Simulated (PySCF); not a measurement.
Molecule: SMILES CC(=O)/C=C/N(C)C, C6H11NO.

Atom-mapped SMILES (the numbers label the heavy atoms): `[CH3:1][C:2](=[O:3])/[CH:4]=[CH:5]/[N:6]([CH3:7])[CH3:8]`; H(Xn) means a hydrogen on atom n.

Geometry PBE0-D3(BJ)/def2-SVP throughout; GIAO in PySCF 2.14, gas phase, one conformer, non-relativistic; equivalent atoms averaged; functional PBE0.

Question: How do the shifts δ (against TMS, H2O, NH3 at the same level) depend on the basis set? (a selection of nuclei; ppm; last column core-seconds on shared hosts with different chips, so compare them loosely)

Answer: 
```csv
basis set,functions,C2,C4,C7/C8,C1,O3,N6,H(C5),H(C4),H(C7)/H(C8),core-s
STO-3G,51,128.2,90.2,39.7,27.7,575.7,26.1,6.14,4.71,2.17,5
pcSseg-0,94,204.3,106.4,43.3,35.6,626.4,79.5,7.30,4.81,3.02,12
6-31G,94,183.6,95.9,39.4,31.4,523.5,68.4,7.62,5.14,2.95,10
6-31G*,134,179.0,91.3,38.9,29.5,491.0,68.9,7.26,4.65,2.73,15
cc-pVDZ,167,185.3,95.3,39.4,30.3,520.0,87.0,7.23,4.65,2.65,27
def2-SVP,167,185.4,94.1,38.4,29.4,526.6,82.2,7.19,4.62,2.60,25
pcSseg-1,191,192.9,97.8,40.5,31.2,552.4,93.3,7.44,4.78,2.75,43
"6-311+G(2d,p)",282,192.5,96.9,39.4,30.0,518.1,89.8,7.78,5.09,2.75,44
aug-cc-pVDZ,283,188.1,94.1,38.5,29.7,492.6,84.7,7.88,5.19,2.86,69
def2-TZVP,314,194.1,97.4,40.3,30.6,531.0,93.0,7.75,5.12,2.75,82
```

Question: Which nucleus among those listed moves most, in ppm?

Answer: O3 (ketone oxygen): from 491.0 ppm with 6-31G* to 626.4 ppm with pcSseg-0. The smallest spread is 0.57 ppm, at H(C4). Proton shifts span only some 12 ppm, so a few tenths of a ppm matter as much there as several ppm in carbon.

Question: Taking the largest basis, def2-TZVP (314 functions), as the yardstick, rank the others by their worst heavy-atom deviation.

Answer: def2-SVP 10.8 ppm (167 functions), cc-pVDZ 11.1 ppm (167 functions), 6-311+G(2d,p) 12.9 ppm (282 functions), pcSseg-1 21.3 ppm (191 functions), 6-31G 24.6 ppm (94 functions), aug-cc-pVDZ 38.5 ppm (283 functions), 6-31G* 40.1 ppm (134 functions), STO-3G 66.9 ppm (51 functions), pcSseg-0 95.4 ppm (94 functions).

A small basis that lands close on one nucleus may do so by chance; judge by the trend and by all nuclei.
